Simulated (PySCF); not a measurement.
C₆H₉F.
Cartesian coordinates in Å at the PBE0-D3(BJ)/def2-SVP level; atoms count from 1:
```xyz
16
C6H9F angstrom
C     -1.659   -0.960   -0.359
C     -0.489   -0.108   -0.831
C      0.848   -0.874   -0.727
C      1.397   -0.439    0.602
C      0.766    0.642    1.067
C     -0.279    1.107    0.098
F     -1.443    1.501    0.725
H     -1.493   -1.326    0.666
H     -2.595   -0.385   -0.360
H     -1.786   -1.832   -1.018
H     -0.680    0.223   -1.864
H      1.543   -0.586   -1.538
H      0.719   -1.966   -0.807
H      2.235   -0.937    1.095
H      0.991    1.180    1.990
H      0.079    1.989   -0.467
```

All values: PBE0/pcSseg-1 and wB97X-D/def2-SVPD (PySCF, non-relativistic), on one gas-phase PBE0-D3(BJ)/def2-SVP geometry that isn't relaxed in the solvent. The solvent is an IEF-PCM continuum (cavity from Bondi-type radii × 1.2). Specific hydrogen bonds and non-electrostatic terms are outside this model.

Gas phase at PBE0/pcSseg-1: HOMO -7.39 eV, LUMO 0.09 eV, dipole 1.96 D.

Question: What does the continuum do to the energy, the frontier levels and the dipole at PBE0/pcSseg-1 in chloroform and methanol?

Answer: 
```tsv
solvent	ε	E(solvent) − E(gas) (kJ/mol)	polarisation term (kJ/mol)	distortion of the solute (kJ/mol)	HOMO (eV)	LUMO (eV)	dipole (D)
chloroform	4.711	-8.73	-9.57	0.84	-7.30	0.18	2.38
methanol	32.61	-12.00	-13.69	1.69	-7.28	0.19	2.56
```

Polarisation term: ½ Σ q·V over the induced surface charges. Distortion: the rise of the solute's own energy as its density leaves the gas-phase optimum. From chloroform to methanol the lowering changes by a factor 1.38, Onsager's factor (ε − 1)/(2ε + 1) by 1.34 and ε itself by 6.9.

Question: Which radius a makes the point-dipole formula ΔE = −[(ε − 1)/(2ε + 1)]·μ²/a³ give the value in methanol, with the gas-phase dipole?

Answer: μ = 0.772 au and |ΔE| = 0.00457 Eh give a = 2.10 Å; the farthest nucleus lies 2.75 Å from the centroid of the nuclei, so such a sphere wouldn't even hold the nuclei. The formula assumes a rigid point dipole at the centre of a sphere.

Question: Give the dipole vector in the frame of the coordinates (D, pointing from negative to positive charge), gas and methanol.

Answer: Gas (1.51, -0.79, -0.97), solvent (1.94, -0.99, -1.34). Its length changes by +30 % and its direction by 2°.

Question: Which Hirshfeld charges (PBE0/pcSseg-1) respond most in chloroform (means over atoms taken as equivalent)?

Answer: 
```
atoms         environment  gas (e)  solvent (e)  change
   F7      alkyl fluorine   -0.113       -0.125  -0.012
   C5    alkene CH carbon   -0.063       -0.069  -0.006
  H16    methine hydrogen   +0.038       +0.042  +0.004
  H14    vinylic hydrogen   +0.052       +0.056  +0.004
  H12  methylene hydrogen   +0.041       +0.045  +0.004
  H11    methine hydrogen   +0.037       +0.041  +0.004
  H13  methylene hydrogen   +0.042       +0.045  +0.003
   C1       methyl carbon   -0.124       -0.126  -0.002
```

Question: Which Mayer bond orders change most in chloroform?

Answer: 
| bond | length (Å) | gas | solvent | change |
| --- | --- | --- | --- | --- |
| C6–F7 | 1.380 | 0.879 | 0.861 | -0.018 |
| C6–C2 | 1.544 | 0.994 | 0.997 | +0.003 |
| C3–H12 | 1.105 | 0.933 | 0.931 | -0.002 |
| C3–H13 | 1.103 | 0.951 | 0.949 | -0.002 |
| C6–H16 | 1.107 | 0.941 | 0.939 | -0.002 |
| C1–C2 | 1.523 | 1.012 | 1.011 | -0.001 |
| C4–C5 | 1.335 | 1.854 | 1.853 | -0.001 |
| C5–C6 | 1.499 | 1.001 | 1.002 | +0.001 |

Gas phase at wB97X-D/def2-SVPD: HOMO -9.25 eV, LUMO 1.82 eV, dipole 2.06 D.

Question: What does the continuum do to the energy, the frontier levels and the dipole at wB97X-D/def2-SVPD in chloroform?

Answer: 
```
   solvent      ε  E(solvent) − E(gas) (kJ/mol)  polarisation term (kJ/mol)  distortion of the solute (kJ/mol)  HOMO (eV)  LUMO (eV)  dipole (D)
chloroform  4.711                         -9.30                      -10.33                               1.03      -9.15       1.90        2.53
```

Question: How does the static polarisability (wB97X-D/def2-SVPD, frozen core, with the continuum's full static response) change?

Answer: 
```csv
medium,isotropic (au),principal values (au),⟨r²⟩ of the electrons (bohr²)
gas,68.5,"59.5, 70.4, 75.7",694.9
chloroform,85.1,"74.4, 85.4, 95.6",694.6
```

The isotropic value in chloroform is 1.24 times the gas-phase one; no cavity-field correction is applied. ⟨r²⟩ is taken about the centre of nuclear charge.

The pairwise dispersion term of wB97X-D wasn't added to the energies; at a given geometry it leaves orbitals and properties as they are.
